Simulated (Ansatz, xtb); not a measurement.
# BFGeH6Si: which of two conformers lies lower

Structure X is `[BH2][GeH2][SiH2]F`, a singlet and structure Y is `[BH2][GeH2][SiH2]F`, a singlet. Both are isolated molecules in the gas phase, relaxed with PBE0-D3(BJ)/def2-SVP.

X (Å):

| atom | x (Å) | y (Å) | z (Å) |
| --- | --- | --- | --- |
| B | -0.6398 | -2.1400 | -1.4576 |
| F | -0.1602 | 0.4704 | 2.7510 |
| Ge | 0.1995 | -0.6616 | -0.3198 |
| Si | -0.8268 | -0.7063 | 1.8385 |
| H | -1.6375 | -1.9269 | -2.1029 |
| H | -0.1841 | -3.2577 | -1.4466 |
| H | 1.7105 | -0.8487 | -0.0781 |
| H | -0.0384 | 0.7566 | -0.8753 |
| H | -2.2930 | -0.4447 | 1.7524 |
| H | -0.5935 | -2.0087 | 2.5278 |

Y (Å):

```xyz
10

B     0.8073   -1.2862    0.2111
F    -1.5907   -2.4309   -1.4672
Ge   -0.0590    0.3206   -0.7088
Si   -1.7915   -0.8536   -1.8744
H     0.4052   -1.6625    1.2840
H     1.6704   -1.9150   -0.3492
H     0.8226    1.0516   -1.7374
H    -0.7059    1.3538    0.2311
H    -3.1640   -0.4526   -1.4505
H    -1.6742   -0.7555   -3.3579
```

Question: Which of the two would you expect CCSD(T)/def2-SVP + ΔMP2/def2-TZVPP electronic energies to favour?

Answer: Too close to call at this level: CCSD(T)/def2-SVP + ΔMP2/def2-TZVPP gives E(Y) − E(X) = +0.015 eV.

Level by level:

```json
{"level": "PBE0-D3(BJ)/def2-SVP", "geometry": "PBE0-D3(BJ)/def2-SVP", "E(Y) − E(X) (eV)": "−0.045", "departure from the last row (eV)": "−0.061", "job, with rough time for the two": "optimisation, 67 s"}
{"level": "HF/def2-SVP", "geometry": "PBE0-D3(BJ)/def2-SVP", "E(Y) − E(X) (eV)": "−0.024", "departure from the last row (eV)": "−0.040", "job, with rough time for the two": "part of the CCSD(T) run"}
{"level": "MP2/def2-SVP", "geometry": "PBE0-D3(BJ)/def2-SVP", "E(Y) − E(X) (eV)": "−0.052", "departure from the last row (eV)": "−0.067", "job, with rough time for the two": "part of the CCSD(T) run"}
{"level": "CCSD(T)/def2-SVP", "geometry": "PBE0-D3(BJ)/def2-SVP", "E(Y) − E(X) (eV)": "−0.047", "departure from the last row (eV)": "−0.062", "job, with rough time for the two": "single point"}
{"level": "CCSD(T)/def2-SVP + ΔMP2/def2-TZVPP", "geometry": "PBE0-D3(BJ)/def2-SVP", "E(Y) − E(X) (eV)": "+0.015", "departure from the last row (eV)": "", "job, with rough time for the two": "single point, 25 s"}
```

The largest departure from CCSD(T)/def2-SVP + ΔMP2/def2-TZVPP is that of MP2/def2-SVP, 0.067 eV. Levels run at GFN2-xTB geometries aren't shown. The last row adds to CCSD(T) the change of the MP2 difference between the two basis sets, here +0.062 eV.

With harmonic frequencies from PBE0-D3(BJ)/def2-SVP (ideal gas, rigid rotor, one conformer each, 298.15 K, 1 atm): on the last row, ΔE + ΔZPE = +0.024 eV. A mode under 50 cm⁻¹ makes harmonic enthalpies and free energies unreliable, so none is given.

The correlated steps freeze 16 core orbitals; the filled d shell of Ge is correlated, in a basis made for valence electrons. Run with Ansatz 0.2.0; the last row on 2 threads of Arm Neoverse V2 on a shared host.
